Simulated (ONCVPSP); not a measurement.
What one change does to a pseudopotential (technetium (Tc), ONCV)

* Element: technetium (Tc)
* Generator: ONCVPSP 4.0.1
* Type: optimised norm-conserving Vanderbilt (ONCV)
* Functional: PBE
* Relativity: scalar-relativistic
* Frozen core: [Ar] 3d10
* Valence charge: 15
* Reference configuration: 4s2 4p6 4d5 5s2
* Partial waves: 4s+5s: rc 1.55 bohr, ncon 4, nbas 8, qcut 6.3 1/bohr, 2 projectors; 4p: rc 1.25 bohr, ncon 4, nbas 7, qcut 7.3 1/bohr, 2 projectors, debl 3.2 Ha; 4d: rc 2.35 bohr, ncon 4, nbas 9, qcut 7.9 1/bohr, 2 projectors, debl 0.5 Ha
* Local potential: polynomial inside 1.05 bohr (lpopt 2, dvloc0 4 Ha)
* Core correction: none

Change: s: rc 1.08.

Cutoffs: the cutoffs (Ha) at which the residual kinetic energy of the hardest occupied pseudo-wave falls to 1 and 0.1 mHa per electron; they do not see the model core or the augmentation charge, which bear on the density cutoff. Errors are all-electron minus pseudo energies relative to the spin-unpolarised reference configuration.

Task: Predict the effect on cutoff, ghosts and configuration errors.

Result: The potential gets harder (41 Ha and 88 Ha → 122 Ha and 151 Ha); of the 4 tests that both files solve, the error grows in 1 and shrinks in 2 by more than 15 % and 0.3 meV (median size 3.0 → 2.1 meV); neither file shows a bound ghost. A smaller radius makes the pseudo-wave follow the all-electron one further in, where it bends more sharply, so more plane waves are needed.

```csv
quantity,base,changed
"cutoff, loose",41 Ha,122 Ha
"cutoff, tight",88 Ha,151 Ha
loose cutoff by channel,"s 18 Ha, p 41 Ha, d 18 Ha","s 122 Ha, p 41 Ha, d 18 Ha"
bound ghosts,none,none
GHOST(+) flags under 300 eV,none,none
"error for 4s2 4p6 4d5 5s1, meV [ΔE 8.15 eV]",-1.3,-1.1
"error for 4s2 4p6 4d5 5s0, meV [ΔE 23.01 eV]",-4.5,-3.2
"error for 4s2 4p6 4d4 5s0, meV [ΔE 51.71 eV]",-2.4,-1.0
"error for 4s2 4p6 4d6 5s0, meV [ΔE 6.17 eV]",+3.6,+5.9
p: phases at 1.27 bohr within 0.05 rad from the reference energy up to (Ha; the scan ends near 5),to the end of the scan,to the end of the scan
d: phases at 2.39 bohr within 0.05 rad from the reference energy up to (Ha; the scan ends near 5),4.7,4.7
```
